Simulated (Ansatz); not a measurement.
Calculated with Ansatz (gas phase, PBE0-D4/def2-TZVP geometries, no zero-point term in ΔE). CBS: MP2 limit from def2 TZ/QZ plus the TZ coupled-cluster correction, frozen cores. This one scheme is used for every species. DFT in def2-TZVPP. B3LYP here is the variant with VWN-RPA as its local correlation; programs differ in this. HSE06 is defined as in plane-wave codes. No spin–orbit coupling; open shells (•) take unrestricted orbitals. For Ge outer-core shells are correlated without core-valence functions, which leaves a few kJ/mol of doubt a bond. Scalar relativity is left out up to krypton. One conformer a species, not always the lowest.

`[SH][GeH2][Cl]` + `[SiH3]`• → `[S][GeH2][Cl]`• + SiH₄  (hydrogen abstraction from the S–H bond)

(1) Is it downhill or uphill in electronic energy at CCSD(T)/CBS, and by how much? (Best estimate.)

(2) What do these levels give: HSE06-D4, BHLYP-D4, BLYP, r2SCAN, B3LYP, RPA@PBE/def2-TZVPP, MP2/def2-TZVPP, SCS-MP2/def2-TZVPP, CCSD(T)/def2-TZVPP, SCS-MP2/def2-QZVPP, HF/CBS(def2), MP2/CBS(def2)? (Best estimate.)

Largest T1 diagnostic among the species: 0.015.

## Answers

(1) Computed: Downhill: ΔE = -0.09 eV.

(2) Computed: HSE06-D4 -0.01, BHLYP-D4 -0.22, BLYP -0.14, r2SCAN -0.02, B3LYP -0.15, RPA@PBE/def2-TZVPP -0.15, MP2/def2-TZVPP 0.01, SCS-MP2/def2-TZVPP -0.11, CCSD(T)/def2-TZVPP -0.11, SCS-MP2/def2-QZVPP -0.10, HF/CBS(def2) -0.37, MP2/CBS(def2) 0.02 eV.

From PBE to PBE0 (25 % exact exchange), in def2-TZVPP and without D4, ΔE moves by −0.04 eV. Leaving LDA and LC-ωPBE aside and taking each functional with its dispersion term where it has one, the values, not all of them listed here, spread over 0.24 eV, from BHLYP-D4 to PBE-D4. LDA lies +0.11 eV from PBE without D4. In def2-TZVPP, CCSD(T) changes the Hartree–Fock value by +0.26 eV (the triples alone add +0.04 eV) and MP2 by +0.37 eV.
